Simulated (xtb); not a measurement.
C3H9ClSi, singlet, geometry from GFN2-xTB.

The xtb input:
```
$ xtb mol.xyz --gfn 1 --alpb thf --json

# file mol.xyz
14

C     -0.74978598     1.59672421    -0.36729719
Si     0.16935212     0.11507053     0.39960080
C      1.63470173    -0.41130752    -0.69768298
C     -1.02145525    -1.34456870     0.68211767
Cl     0.90913523     0.69442496     2.21566147
H     -1.16721741     1.34294873    -1.33670467
H     -1.56785901     1.92573043     0.26713269
H     -0.08529637     2.44461056    -0.50725592
H      2.17557152    -1.24608658    -0.26096019
H      1.29949050    -0.71684066    -1.68389433
H      2.34259872     0.40224793    -0.82832830
H     -1.44967120    -1.69118153    -0.25323206
H     -1.84256222    -1.06385757     1.33557630
H     -0.51238124    -2.18640934     1.14272773
```

Question: Estimate the total energy that GFN1-xTB with ALPB(thf) in xtb returns for this input.

Answer: -17.383445 Ha

Question: Estimate the partial charges in atom order that GFN1-xTB with ALPB(thf) returns for this input.

Answer: C1 -0.20, Si2 0.30, C3 -0.20, C4 -0.20, Cl5 -0.15, H6 0.05, H7 0.05, H8 0.05, H9 0.05, H10 0.05, H11 0.05, H12 0.05, H13 0.05, H14 0.05

Question: Predict the dipole moment from GFN1-xTB with ALPB(thf).

Answer: 2.39 D

Question: Predict the HOMO-LUMO gap from GFN1-xTB with ALPB(thf).

Answer: 7.57 eV
